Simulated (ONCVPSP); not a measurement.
# strontium (Sr): excitation energies, all-electron against ONCV

- Element: strontium (Sr)
- Generator: ONCVPSP 4.0.1
- Type: optimised norm-conserving Vanderbilt (ONCV)
- Functional: PBE
- Relativity: scalar-relativistic
- Frozen core: [Ar] 3d10
- Valence charge: 10
- Reference configuration: 4s2 4p6 5s1 5p1
- Partial waves: 4s+5s: rc 2.60 bohr, ncon 4, nbas 7, qcut 5.7 1/bohr, 2 projectors; 4p+5p: rc 2.30 bohr, ncon 4, nbas 9, qcut 5.1 1/bohr, 3 projectors, debl 2 Ha; d scattering state at 0.04 Ha: rc 2.55 bohr, ncon 3, nbas 8, qcut 4.3 1/bohr, 2 projectors, debl 3.1 Ha
- Local potential: polynomial inside 1.60 bohr (lpopt 5, dvloc0 -1 Ha)
- Core correction: Teter function, fcfact 2.5, rcfact 1.05

In the d channel the program set the typed energies aside and used 0.050, 3.150 Ha.

Energies are relative to the spin-unpolarised reference configuration 4s2 4p6 5s1 5p1; without spin polarisation the order of configurations can differ from experiment.

**Question.** Give the all-electron excitation energy and the error of the potential for: 4s2 4p6 5s2 5p0; 4s2 4p6 5s1 5p0; 4s2 4p6 5s0 5p0; 4s2 4p6 4d1 5s1 5p0.

**Answer.**

```csv
valence configuration,charge,ΔE all-electron (eV),error AE − PS (meV)
4s2 4p6 5s2 5p0,0,-2.299,-0.1
4s2 4p6 5s1 5p0,+1,3.586,-0.3
4s2 4p6 5s0 5p0,+2,14.592,-1.8
4s2 4p6 4d1 5s1 5p0,0,0.025,-2.9
```

Levels in the configuration 4s2 4p6 4d1 5s1 5p0:

```
level  all-electron (eV)  pseudo (eV)
   4s            -39.925      -39.981
   4p            -21.934      -21.959
   5s             -3.290       -3.291
   4d             -0.911       -0.909
```
